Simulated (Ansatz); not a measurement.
Species: CH8Si3, SMILES `[SiH3][Si@@H]1C[SiH2]1` (charge 0, multiplicity 1).

**Question.** Give a relaxed geometry from Ansatz (an electronic-structure program) with PBE0-D3(BJ)/def2-TZVP.

**Answer.** the end point of this relaxation (outside a Z-matrix the atoms follow the SMILES, hydrogens last).
Z-matrix (Å, degrees):
```
Si
H 1 1.4850
C 1 1.9104 2 114.46
H 3 1.0875 1 117.08 2 -138.21
H 3 1.0877 4 111.41 1 -137.28
Si 3 1.8892 4 117.53 5 -139.00
H 6 1.4815 3 116.44 4 -1.10
H 6 1.4815 7 113.23 3 -138.67
Si 1 2.3199 2 117.16 3 -140.58
H 9 1.4867 1 110.89 2 -62.68
H 9 1.4878 10 109.07 1 118.27
H 9 1.4885 10 108.64 11 118.31
```
